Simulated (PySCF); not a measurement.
# Energy of Rh²⁺ (rhodium, charge +2) between two integer charges

The 4d beta orbital of [Kr] 4d7 is emptied in steps (occupation f), with all orbitals relaxed, ending at [Kr] 4d6. All numbers are calculated (PySCF 2.14, a scalar-relativistic core potential, in aug-cc-pVDZ-PP with ECP28MDF (5s5p4d2f, 54 functions)). The exact energy is a straight line in f; departures are measured from the line between the end points of the same method.

**Question.** Among PBE0, r2SCAN, LC-wPBE, which shows the largest delocalisation error (convex curve), and which is closest to linear?

**Answer.** Most convex: r2SCAN (-1.426 eV at f = 0.4); closest to linear: LC-wPBE (-0.378 eV).

```tsv
f	PBE0 (eV)	r2SCAN (eV)	LC-wPBE (eV)
1	0.000	0.000	0.000
0.8	-0.716	-0.957	-0.251
0.6	-1.077	-1.432	-0.377
0.4	-1.078	-1.426	-0.378
0.2	-0.719	-0.945	-0.252
0	0.000	0.000	0.000
```

```
 method  E(f=0) − E(f=1) (eV)  −ε at f=1 (eV)  −ε at f=0.4 (eV)
   PBE0                31.010          26.543            31.905
 r2SCAN                30.809          24.823            32.035
LC-wPBE                30.975          29.416            31.289
```

Reference removal energy between the ground levels: 31.06 eV (semi-empirical (NIST evaluation); NIST Atomic Spectra Database, ionization energies). The calculation has no spin-orbit coupling. The determinant left behind need not be the lowest term of the ion.
